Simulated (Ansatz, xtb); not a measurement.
C3H2BrCl3: which of two isomers lies lower

Structure a is `Cl/C=C\C(Cl)(Cl)Br`, a singlet and structure b is `ClCC(Br)=C(Cl)Cl`, a singlet. Both are isolated molecules in the gas phase, relaxed with PBE-D3(BJ)/def2-SVP; the shapes shown needn't be the lowest conformers.

a (Å):

```xyz
9

C     0.6414    0.6444   -1.3126
C    -0.6477    0.5564   -0.9270
C    -1.3761   -0.6834   -0.4853
Br   -3.2472   -0.1891   -0.0422
Cl    1.7592   -0.6617   -1.3870
Cl   -1.4161   -1.9216   -1.7910
Cl   -0.6215   -1.4003    0.9830
H     1.0689    1.6118   -1.6169
H    -1.2366    1.4852   -0.9333
```

b (Å):

```csv
atom,x (Å),y (Å),z (Å)
C,-1.8521,0.7493,-1.2077
C,-0.4305,1.1250,-1.4604
C,0.1033,1.3210,-2.6977
Br,0.6608,1.2640,0.0803
Cl,-2.0168,-0.9916,-0.7258
Cl,1.7489,1.7436,-2.9804
Cl,-0.8551,1.1661,-4.1397
H,-2.4586,0.8958,-2.1192
H,-2.2735,1.3477,-0.3782
```

Problem. Which of the two would you expect CCSD(T)/def2-SVP + ΔMP2/def2-TZVPP electronic energies to favour?

Solution. Structure b; the calculation gives E(b) − E(a) = −8.7 kcal/mol.

The same difference at several levels:

```
                             level             geometry  E(b) − E(a) (kcal/mol)  departure from the last row (kcal/mol)  job, with rough time for the two
               PBE-D3(BJ)/def2-SVP  PBE-D3(BJ)/def2-SVP                      −8.5                                    +0.2                optimisation, 27 s
                       HF/def2-SVP  PBE-D3(BJ)/def2-SVP                     −10.0                                    −1.3           part of the CCSD(T) run
                      MP2/def2-SVP  PBE-D3(BJ)/def2-SVP                      −9.0                                    −0.3           part of the CCSD(T) run
                  CCSD(T)/def2-SVP  PBE-D3(BJ)/def2-SVP                      −8.5                                    +0.2                      single point
CCSD(T)/def2-SVP + ΔMP2/def2-TZVPP  PBE-D3(BJ)/def2-SVP                      −8.7                                                        single point, 71 s
```

As drawn, both hold the same kinds of bond in the same numbers.

The levels shown agree on the order. The largest departure from CCSD(T)/def2-SVP + ΔMP2/def2-TZVPP is that of HF/def2-SVP, 1.3 kcal/mol. Levels run at GFN2-xTB geometries aren't shown. The last row adds to CCSD(T) the change of the MP2 difference between the two basis sets, here −0.2 kcal/mol.

With thermal terms from frequencies at re-optimised GFN2-xTB minima (ideal gas, soft modes damped towards free rotors, one conformer each, 298.15 K, 1 atm): the zero-point term adds +0.6 kcal/mol; ΔH is −8.1 and ΔG −8.4 kcal/mol.

The correlated steps freeze 27 core orbitals; the filled d shell of Br is correlated, in a basis made for valence electrons. Codes used: Ansatz 0.2.0, xtb 6.7.1; the last row on 4 threads of Arm Neoverse V1 on a shared host.
